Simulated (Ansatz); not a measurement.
One change: `CC(O)(O)O` becomes `OC(O)(O)I`.

Ansatz, PBE0-D4/def2-TZVP geometries, multiplicity 1. Each molecule was computed in one conformer, which needn't be the lowest.

Elements past krypton have def2 core potentials.

| property | `CC(O)(O)O` |
| --- | --- |
| HOMO–LUMO gap (PBE/def2-TZVPP) / eV | 6.34 |
| HOMO energy (PBE0/def2-TZVPP) / eV | -8.31 |
| HOMO–LUMO gap (PBE0/def2-TZVPP) / eV | 9.01 |
| HOMO–LUMO gap (ωB97M-V/def2-TZVPP) / eV | 12.91 |
| HOMO energy (B3LYP/def2-TZVPP) / eV | -8.05 |
| HOMO energy (PBE/def2-TZVPP) / eV | -6.50 |

Question: Give the same properties after the change, and the shifts. (Best estimate.)

Answer: Computed: 
| property | `OC(O)(O)I` | shift |
| --- | --- | --- |
| HOMO–LUMO gap (PBE/def2-TZVPP) / eV | 3.80 | -2.54 |
| HOMO energy (PBE0/def2-TZVPP) / eV | -7.24 | 1.07 |
| HOMO–LUMO gap (PBE0/def2-TZVPP) / eV | 5.84 | -3.17 |
| HOMO–LUMO gap (ωB97M-V/def2-TZVPP) / eV | 10.00 | -2.91 |
| HOMO energy (B3LYP/def2-TZVPP) / eV | -7.01 | 1.04 |
| HOMO energy (PBE/def2-TZVPP) / eV | -6.05 | 0.45 |

With PBE0 the HOMO rises by 1.07 eV and the LUMO falls by 2.09 eV, so the gap narrows by about 3.16 eV. PBE moves the HOMO by 0.45 eV and ωB97M-V by 1.41 eV.

B3LYP here is the variant with VWN-RPA as its local correlation; programs differ in this.

Spin–orbit coupling is left out; it splits and shifts lone-pair levels of the heavy atoms by tenths of an eV.
